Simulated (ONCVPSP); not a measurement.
# u(r) = r·R(r): atom against pseudo-atom (Ag (Z = 47))

Columns: radius, all-electron u(r) and pseudo u(r) of the 4d shell (level -7.66 eV) of silver in the configuration [Kr] 4d10 5s1; LDA (Perdew-Wang 92), scalar-relativistic, ONCV scheme, ONCVPSP 4.0.1.

| r (bohr) | all-electron | pseudo |
| --- | --- | --- |
| 0.130 | -0.3134 | 0.0078 |
| 0.260 | -0.4256 | 0.0581 |
| 0.390 | -0.1237 | 0.1744 |
| 0.520 | 0.2660 | 0.3505 |
| 0.650 | 0.5769 | 0.5536 |
| 0.780 | 0.7717 | 0.7391 |
| 0.910 | 0.8668 | 0.8705 |
| 1.040 | 0.8915 | 0.9303 |
| 1.170 | 0.8722 | 0.9232 |
| 1.300 | 0.8281 | 0.8690 |
| 1.430 | 0.7716 | 0.7934 |
| 1.560 | 0.7104 | 0.7173 |
| 1.690 | 0.6490 | 0.6498 |
| 1.820 | 0.5899 | 0.5899 |
| 1.950 | 0.5344 | 0.5344 |
| 2.080 | 0.4831 | 0.4831 |
| 2.210 | 0.4362 | 0.4361 |
| 2.340 | 0.3935 | 0.3934 |
| 2.470 | 0.3548 | 0.3547 |
| 2.600 | 0.3198 | 0.3198 |
| 2.730 | 0.2883 | 0.2882 |
| 2.860 | 0.2598 | 0.2598 |
| 2.990 | 0.2343 | 0.2342 |
| 3.120 | 0.2112 | 0.2112 |
| 3.250 | 0.1905 | 0.1905 |
| 3.380 | 0.1718 | 0.1718 |

Problem. How many radial nodes do the two functions have?

Solution. The all-electron 4d function has n − l − 1 = 1; the pseudo-wave has 0, since the states of the same l below it are removed with the core.

Problem. At about which radius was the pseudo-wave matched?

Solution. 1.85 bohr, where the columns begin to agree (steps of 0.13 bohr).

Problem. Is the pseudo-wave norm-conserving?

Solution. Yes: the ONCV scheme keeps the norm inside the radius equal to the all-electron one, which fixes the energy derivative of the logarithmic derivative at the level.
